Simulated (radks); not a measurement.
Effect of the nuclear size on the molybdenum ion Mo+, [Kr] 4d5. Method: Dirac Kohn-Sham, LDA (Slater exchange, Perdew-Wang correlation), spin-unpolarised, spherical densities, finite nucleus; open shells are shared between the two j in proportion to 2j + 1; Fermi nuclear charge, rms radius 4.4091 fm; computed with a radial shooting solver on a logarithmic mesh with Libxc functionals. The rms radius is varied about that value; shifts are against it.

rms radius (fm) = 3.5934: total energy shift (eV) -0.499; density at nucleus (e/bohr^3) 9.248e+04; 1s1/2 shift (meV) -211; 2s1/2 shift (meV) -22.6; 4s1/2 shift (meV) -0.680; 5s1/2 (empty) shift (meV) -0.077
rms radius (fm) = 4.1842: total energy shift (eV) -0.147; density at nucleus (e/bohr^3) 9.096e+04; 1s1/2 shift (meV) -62.0; 2s1/2 shift (meV) -6.64; 4s1/2 shift (meV) -0.200; 5s1/2 (empty) shift (meV) -0.023
rms radius (fm) = 4.4091: total energy shift (eV) 0; density at nucleus (e/bohr^3) 9.045e+04; 1s1/2 shift (meV) 0.000; 2s1/2 shift (meV) 0.000; 4s1/2 shift (meV) 0.000; 5s1/2 (empty) shift (meV) 0.000
rms radius (fm) = 4.7354: total energy shift (eV) 0.225; density at nucleus (e/bohr^3) 8.976e+04; 1s1/2 shift (meV) 95.1; 2s1/2 shift (meV) 10.2; 4s1/2 shift (meV) 0.306; 5s1/2 (empty) shift (meV) 0.035
rms radius (fm) = 4.9338: total energy shift (eV) 0.369; density at nucleus (e/bohr^3) 8.936e+04; 1s1/2 shift (meV) 156; 2s1/2 shift (meV) 16.7; 4s1/2 shift (meV) 0.502; 5s1/2 (empty) shift (meV) 0.057

Slopes of the eigenvalues against <r^2> in GHz/fm^2, as finite differences over the two radii next to the reference (eigenvalue slopes, not the field-shift constants of lines): 1s1/2 7730, 2s1/2 827, 4s1/2 24.9, 5s1/2 (empty) 2.83.
